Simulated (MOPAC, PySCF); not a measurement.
C$_{3}$H$_{5}$N, SMILES `C#CNC`, neutral singlet in the gas phase. 

Cartesian coordinates (Å):
```xyz
9

C      2.1253     0.4695    -0.1237
C      0.9960     0.4844     0.2919
N     -0.2523     0.4506     0.7815
C     -1.1543    -0.5984     0.3079
H      3.1260     0.4640    -0.4749
H     -0.6843     1.3572     0.8845
H     -0.6939    -1.5684     0.4905
H     -2.0828    -0.5443     0.8754
H     -1.3797    -0.5146    -0.7609
```
Charge 0, spin multiplicity 1.

All levels are single points at this geometry (B3LYP-D3(BJ)/def2-TZVP); Pople sets use spherical d functions. Orbital energies aren't observables, and empty levels follow the basis.

BP86/6-31G* in PySCF gives dipole (D) = 1.82.

Question: Estimate the dipole (D) from each of these levels: B3LYP-D3(BJ)/def2-TZVP in PySCF; PBE-D3(BJ)/def2-TZVP in PySCF; B3LYP/6-31G* in PySCF; HF/3-21G in PySCF; HF/STO-3G in PySCF; AM1 in MOPAC; PM6 in MOPAC; PM7 in MOPAC.

Answer: 
```
level                            dipole (D)
-------------------------------  ----------
B3LYP-D3(BJ)/def2-TZVP in PySCF        1.87
PBE-D3(BJ)/def2-TZVP in PySCF          1.91
B3LYP/6-31G* in PySCF                  1.77
HF/3-21G in PySCF                      1.87
HF/STO-3G in PySCF                     1.41
AM1 in MOPAC                           1.53
PM6 in MOPAC                           2.19
PM7 in MOPAC                           2.22
```
